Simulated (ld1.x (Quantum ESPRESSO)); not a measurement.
## Which change was made? (Xe, TM)

- Element: Xe
- Generator: ld1.x (Quantum ESPRESSO) 7.5
- Type: norm-conserving Troullier–Martins (Kleinman–Bylander form)
- Functional: PBE
- Relativity: fully relativistic
- Frozen core: [Kr] 4d10
- Valence charge: 8
- Reference configuration: 5s2 5p6
- Partial waves: 5s (bound): rc 1.65 bohr; 5p (bound): rc 2.05 bohr; 5d channel at 0.15 Ry: rc 1.90 bohr
- Local potential: all-electron potential smoothed inside 1.60 bohr (lloc = -1)
- Core correction: a·sin(br)/r model core, default radius (core density twice the valence density)

Open shells are filled in proportion to 2j + 1 (rel_dist='average').

Cutoffs, loose and tight: the cutoffs (Ry, on a coarse ladder) from which the occupation-weighted sum of valence levels, in a spherical-Bessel basis at the reference potential, stays within 10 and 1 mRy of its value at 400 Ry. They do not see the model core or the augmentation charge, which bear on the density cutoff. Test errors are all-electron minus pseudo excitation energies from the reference, over the configurations 5s2 5p5; 5s2 5p4; 5s2 5p3; 5s2 5p5.5; 5s1 5p6; 5s2 5p2; variants that change the core or the reference have their own tests.

The base gives: outcome: generated; cutoff, loose: 35 Ry; cutoff, tight: 60 Ry; bound ghosts: s; largest test error (meV): +23.

(1) After one change the result is: outcome: generated; cutoff, loose: 35 Ry; cutoff, tight: 60 Ry; bound ghosts: s; largest test error (meV): -76. Which change was it?
A. core correction a·sin(br)/r model core inside 1.74 bohr
B. core correction none
C. core correction a·sin(br)/r model core inside 1.60 bohr

## Answers

(1) A. The others give: core correction none → outcome: generated; cutoff, loose: 35 Ry; cutoff, tight: 60 Ry; bound ghosts: s; largest test error (meV): +16 | core correction a·sin(br)/r model core inside 1.60 bohr → outcome: generated; cutoff, loose: 35 Ry; cutoff, tight: 60 Ry; bound ghosts: s; largest test error (meV): -44.
